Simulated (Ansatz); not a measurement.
Basis-set extrapolation for H8OSSi3 (`[SiH3][SiH2]O[SiH2]S`) (PBE0-D4/def2-TZVP geometry, frozen core, Ansatz). Multiplicity 1, RHF reference.

|  | def2-TZVPP | def2-QZVPP |
| --- | --- | --- |
| HF | -1344.053257 | -1344.096092 |
| MP2 correlation | -0.785325 | -0.848772 |
| CCSD(T) correlation | -0.892517 | not run |

Energies in hartree. Use E(X) = E(∞) + A·exp(−7.88·√X) for Hartree–Fock and E(X) = E(∞) + B·X^(−2.97) for correlation, with X = 3 and 4, and add CCSD(T) minus MP2 of the smaller set to the MP2 limit.

Problem. What is the CCSD(T) energy at the basis-set limit?

Solution. HF limit: -1344.096092 + (-0.042835) × 0.13774 = -1344.10199. MP2 limit: -0.848772 + (-0.063447) × 0.74074 = -0.89577. Higher-order term: -0.892517 − (-0.785325) = -0.10719. Total: -1345.10495 hartree, 99.9 kcal/mol below CCSD(T)/def2-TZVPP.
